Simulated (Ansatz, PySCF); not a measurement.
Gas-phase reaction (SMILES): C[Si](C)(C)N + N (NH3) → C[Si](C)(N)N + C (CH4); ammonia cleaves one Si-C bond, a model of a ligand-exchange step.

Structures are relaxed separately at B3LYP-D3(BJ)/def2-TZVP in Ansatz (a program for electronic structure), one conformer each, not searched for the lowest. Cores are frozen in the correlated levels unless marked. Spin-orbit coupling is left out. No relativistic terms. CBS(X,Y): correlation extrapolated as X^-3; Hartree-Fock from the larger set. Thermal terms are rigid-rotor harmonic-oscillator values from B3LYP-D3(BJ) frequencies (Ansatz or PySCF) at 298.15 K and 1 atm. 1 Eh = 627.5095 kcal/mol.

```csv
species,"E, CCSD(T)/CBS(cc-pV(T+d)Z,cc-pV(Q+d)Z) (Ansatz) (Eh)","E, B3LYP-D3(BJ)/def2-TZVPD (Ansatz + dftd3) (Eh)",H - E (Eh)
C[Si](C)(C)N,-464.62283,-465.38728,0.14628
N (NH3),-56.50369,-56.58902,0.03799
C[Si](C)(N)N,-480.69492,-481.46262,0.13573
C (CH4),-40.45816,-40.53958,0.04840
```

Work out ΔE and ΔH at 298.15 K at the first level, then ΔH at the second.


1. ΔE = [(-480.69492) + (-40.45816)] - [(-464.62283) + (-56.50369)] = -0.02656 Eh = -16.7 kcal/mol at CCSD(T)/CBS(cc-pV(T+d)Z,cc-pV(Q+d)Z).
2. The terms H - E add up to -0.00014 Eh, so ΔH = (-0.02656 + (-0.00014))×627.5095 = -16.8 kcal/mol.
3. At B3LYP-D3(BJ)/def2-TZVPD the same steps give ΔE = -16.3 and ΔH = -16.3 kcal/mol, a shift of +0.5 from the first level.
4. These values are not checked against measurement here, since the tables used lack a sound gas-phase enthalpy of formation for at least one species.
